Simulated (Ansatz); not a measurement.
# Strength of the N–K bond: C2H6KN → C2H6N + K

Species: C2H6KN `C[N](C)[K]`, singlet; C2H6N `C[N]C`, doublet; K atom, doublet. 

Shapes, held fixed at every level: PBE0-D4/def2-TZVP. Programs: Ansatz 0.2.0. Electronic energies: no zero-point or thermal term.

Question: Estimate ΔE of this reaction.

Answer: The highest level, CCSD(T)/def2-TZVPP, gives ΔE = +141.1 kJ/mol; the levels span +127.0 to +166.1. The column of differences is taken from that level and isn't an error. No measured value is set beside it here. Open shells run unrestricted unless RO is named. Correlated rows may include outer-core shells of K, which these sets cover unevenly.

| level | kind | ΔE (kJ/mol) | less CCSD(T)/def2-TZVPP |
| --- | --- | --- | --- |
| r2SCAN-D4/def2-TZVPP | meta-GGA | +136.3 | -4.8 |
| B3LYP-D4/def2-TZVPP | global hybrid | +137.3 | -3.8 |
| PBE0-D4/def2-TZVPP | global hybrid | +135.5 | -5.6 |
| wB97X-V/def2-TZVPP | range-separated hybrid | +151.3 | +10.2 |
| B2PLYP/def2-TZVPP | double hybrid | +138.2 | -2.9 |
| MP2/def2-TZVPP | perturbation theory | +166.1 | +25.0 |
| CCSD(T)/def2-SVP | coupled cluster or CI | +127.0 | -14.1 |
| CCSD(T)/def2-TZVPP | coupled cluster or CI | +141.1 | 0.0 |
